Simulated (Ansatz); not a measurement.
Geometry optimisation, RHF/STO-3G in Ansatz 0.2.0.

input.yaml

```yaml
crystal:
  periodic: [false, false, false]
  atoms:
    - { symbol: Al, position_ang: [0.0, 0.0, 0.0] }
    - { symbol: O, position_ang: [0.0, 0.0, 1.78] }
    - { symbol: Si, position_ang: [-1.3147, -0.4067, 2.7436] }
    - { symbol: H, position_ang: [-2.239, -1.2403, 1.9804] }
    - { symbol: H, position_ang: [-0.8506, -1.1432, 3.9157] }
    - { symbol: H, position_ang: [-1.9987, 0.8095, 3.1733] }
    - { symbol: F, position_ang: [1.4635, 0.0, -0.845] }
    - { symbol: O, position_ang: [-1.5415, 0.0, -0.89] }
    - { symbol: H, position_ang: [-2.0512, -0.8467, -0.6815] }
basis:
  gaussian: { orbitals: STO-3G }
hamiltonian:
  xc: hf
relax:
  f_tol: 0.02
  max_steps: 40
```

Run as:

```bash
$ ansatz run input.yaml --threads 1 --pin off --max-ram 2048MiB --backend cpu --events-out ev --progress --plain --runs-dir out
```

Task: Where does it end, and by what steps?

Result: It converged. The force dipped under the threshold on the way, but the program's further checks kept it going. Limits of this set-up: minimal basis. After 11 steps the energy has fallen by 0.856 eV; H9 moved furthest, 0.43 Å.

```
step  energy less start (eV)  largest force component (eV/Å)  accepted
   0                  0.0000                           3.433       yes
   1                 -0.5507                           1.709       yes
   2                 -0.6857                           1.604       yes
   3                 -0.7210                           2.314       yes
   4                 -0.8304                           0.663       yes
   5                 -0.8385                           0.350       yes
   6                 -0.8520                           0.076       yes
   7                 -0.8543                           0.038       yes
   8                 -0.8553                           0.008       yes
   9                 -0.8555                           0.022       yes
  10                 -0.8554                           0.032        no
  11                 -0.8556                           0.006       yes
```

```xyz
9
Properties=species:S:1:pos:R:3
Al -0.011 -0.084 -0.018
O -0.121 -0.280 1.597
Si -1.313 -0.467 2.703
H -2.313 -1.374 2.239
H -0.771 -0.975 3.917
H -1.956 0.776 2.974
F 1.418 0.240 -0.666
O -1.326 -0.212 -1.036
H -2.138 -0.451 -0.535
```

Whether the end is a true minimum wasn't checked by a vibrational analysis.

Time of the run: 23 s on 1 thread of Arm Neoverse N1, with other jobs on the host, peak memory 0.13 GiB.
